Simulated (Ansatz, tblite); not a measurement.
Cost and result up the ladder for the cluster In5 (5 atoms). Total charge 0; doublet. Geometry: PBE0-D4/def2-SVP.

```xyz
5

In    0.1125   -1.6838   -1.4407
In   -2.1177   -0.5513    1.2472
In    0.7701    1.1385   -1.9719
In    0.4923    1.9956    0.8385
In    0.7428   -0.8989    1.3269
```

Ansatz on 4 threads of Arm Neoverse V2 on a shared host; xTB runs through tblite on one thread. Times are rough, summed over both states, and most runs start from the orbitals of an earlier one. PBE0-D4/def2-TZVP serves as the yardstick here, not as an exact answer. The other state is a triplet.

In the def2 sets In takes a core potential; there is no spin–orbit coupling. The xTB rows come from tblite. The structure comes from a short search, and lower isomers may exist.

Raw xTB energies of ions are shifted by several eV, and xTB has no spin-polarisation term.

| level | functions | vertical IE (eV) | difference from PBE0-D4/def2-TZVP (eV) |
| --- | --- | --- | --- |
| r2SCAN-D4/def2-TZVP (with forces) | 250 | 5.94 | 0.10 |
| GFN1-xTB | 45 | 8.84 | 3.00 |
| PBE0-D4/def2-TZVP | 250 | 5.84 | 0.00 |
| PBE-D4/def2-TZVP | 250 | 5.90 | 0.06 |

**Question.** Estimate how long each takes.

**Answer.** GFN1-xTB 0.011 s; PBE-D4/def2-TZVP 17 s; r2SCAN-D4/def2-TZVP (with forces) 52 s; PBE0-D4/def2-TZVP 75 s. On shared hardware such times vary by a factor of up to 3.
